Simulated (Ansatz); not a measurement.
`F[CH2][ZnH]` + `BS` → `B[S][ZnH]` + fluoromethane at 500 K and 1 bar (ligand exchange at a Zn–C bond).

Calculated with Ansatz (gas phase, PBE0-D4/def2-TZVP geometries, no zero-point term in ΔE). CCSD(T)/CBS is the MP2 limit (def2-TZVPP, def2-QZVPP) plus CCSD(T) − MP2 in def2-TZVPP, frozen cores. This one scheme is used for every species. For Zn outer-core shells are correlated without core-valence functions, which leaves a few kJ/mol of doubt a bond. Scalar relativity is left out up to krypton.

```tsv
species	CCSD(T)/CBS energy (Eh)	H − E (kJ/mol)	S (J/(mol·K))
`F[CH2][ZnH]`	-1917.98456	120.5	325.5
`BS`	-424.38198	102.0	273.9
`B[S][ZnH]`	-2202.78318	108.1	349.0
`CF`	-139.63461	122.2	244.8
```

H − E and S are ideal-gas, rigid-rotor, harmonic terms from PBE0-D4/def2-TZVP. 1 Eh = 2625.50 kJ/mol, R = 8.31446 J/(mol·K).

Task: By hand: ΔE, ΔH, ΔS and ΔG.

Result: ΔE = (-2202.78318) + (-139.63461) − (-1917.98456) − (-424.38198) = -0.05125 Eh = -134.6 kJ/mol. Δ(H − E) = 108.1 + 122.2 − 120.5 − 102.0 = 7.8, so ΔH = -126.8 kJ/mol. ΔS = 349.0 + 244.8 − 325.5 − 273.9 = -5.6 J/(mol·K). ΔG = -126.8 − 500 × (-5.6)/1000 = -124.0 kJ/mol.

Task: By hand: the equilibrium constant, and the temperature at which ΔG would vanish if ΔH and ΔS stayed fixed.

Result: log₁₀ K = −ΔG/(RT ln 10) = 13.0. ΔG = 0 at ΔH/ΔS = 22643 K, far beyond where these terms or the molecules hold.

The number of gas molecules stays the same, so ΔS is small and ΔH decides. A doubt of 5 kJ/mol in ΔE shifts log₁₀ K by 0.5 here. These are equilibria of isolated gas molecules and say nothing of rates. Largest T1 diagnostic: 0.017 (customary marks: 0.02 for closed shells, 0.045 for open ones).
